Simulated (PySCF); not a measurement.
Electron correlation in Tl⁺ (thallium, charge +1)

[Xe] 4f14 5d10 6s2, closed-shell 1S. Calculation: PySCF 2.14, in x2c-TZVPPall (11s7p6d3f, 83 functions); the spin-free X2C one-electron Hamiltonian (Gaussian nucleus). Frozen: [Kr] 4d10 4f14; 20 electrons correlated.

```tsv
level	correlation energy (mhartree)
CCSD	-447.79
(T)	-10.14
CCSD(T)	-457.93
```

Diagnostics: T1 = 0.0096, D1 = 0.0282, largest double amplitude 0.052.

Task: Is a single reference adequate?

Result: Yes, within this model without spin-orbit coupling: T1 lies below 0.03 and no double amplitude reaches 0.07.

This basis was not built for core-valence correlation, so the inner-shell part is incomplete.
